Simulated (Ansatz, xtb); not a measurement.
**AlClGeHO: where a starting geometry ends**

The starting geometry of this gas-phase doublet was built from a drawn formula by distance geometry and a force field; its bonds are those of `[Cl][Ge]1[O][AlH]1`.

```tsv
atom	x (Å)	y (Å)	z (Å)
Al	-0.7146	-1.0697	-0.0798
Cl	-2.6167	1.9975	0.7486
Ge	-1.7524	0.9705	-0.9190
O	0.0155	0.5669	-0.5713
H	-0.9220	-2.6014	-0.4304
```

Q: Predict what it relaxes into with r2SCAN-D4/def2-SVP.

A: A new bond forms, giving a structure with Cl2 bridging Al1 and Ge3, given below by its coordinates. Distances that change by over a tenth: Al1–Ge3 (2.44 → 2.96 Å), Cl2–Ge3 (2.14 → 2.47 Å). Contacts that close: Al1–Cl2 (3.70 → 2.41 Å).

The energy falls by 1.59 eV over 28 steps:

| step | E − E(last) (eV) |
| --- | --- |
| 1 | 1.590 |
| 4 | 0.730 |
| 7 | 0.570 |
| 10 | 0.358 |
| 13 | 0.261 |
| 16 | 0.249 |
| 19 | 0.243 |
| 22 | 0.156 |
| 25 | 0.002 |
| 28 | 0.000 |

Final geometry (Å):

```xyz
5

Al   -1.4782   -1.0487   -0.3319
Cl   -2.2048    0.8322    0.9822
Ge   -1.1004    1.8103   -0.9936
O    -0.7647    0.1659   -1.4445
H    -0.4421   -1.8959    0.5360
```

From the same start GFN2-xTB ends elsewhere, at `[AlH][O][Ge][Cl]`.

The end wasn't checked by frequencies. Open shells are spin-unrestricted. Run with Ansatz 0.2.0, 4.4 min on 1 thread of Intel(R) Xeon(R) Processor @ 2.70GHz, on a shared host.
